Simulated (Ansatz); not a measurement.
Program: Ansatz. Geometries: PBE0-D4/def2-TZVP. ΔE: electronic, gas phase. CBS: MP2 limit from def2 TZ/QZ plus the TZ coupled-cluster correction, frozen cores. This one scheme is used for every species. DFT in def2-TZVPP. For Br outer-core shells are correlated without core-valence functions, which leaves a few kJ/mol of doubt a bond. Scalar relativity is left out up to krypton. Each species was taken in one conformer, which may not be the lowest.

Reaction (ligand exchange at a B–C bond): `CBC=O` + HBr → `O=CBBr` + CH₄

| level | ΔE (kcal/mol) | difference from CCSD(T)/CBS |
| --- | --- | --- |
| revPBE-D4 | -19.3 | 0.7 |
| r2SCAN-D4 | -19.3 | 0.7 |
| r2SCANh-D4 | -19.2 | 0.8 |
| ωB97X-V | -18.5 | 1.5 |
| PBE | -19.1 | 0.9 |
| revPBE | -19.4 | 0.6 |
| r2SCAN | -19.3 | 0.7 |
| r2SCAN0 | -19.1 | 0.9 |
| LC-ωPBE | -17.6 | 2.4 |
| MP2/def2-TZVPP | -21.2 | -1.2 |
| CCSD(T)/CBS | -20.0 | 0 |

Largest T1 diagnostic among the species: 0.016.

Leaving LDA and LC-ωPBE aside and taking each functional with its dispersion term where it has one, the values, not all of them listed here, spread over 1.6 kcal/mol, from B2PLYP to CAM-B3LYP-D4. LDA lies +1.4 kcal/mol from PBE without D4. In def2-TZVPP, CCSD(T) changes the Hartree–Fock value by −1.2 kcal/mol (the triples alone add −0.6 kcal/mol) and MP2 by −2.4 kcal/mol.
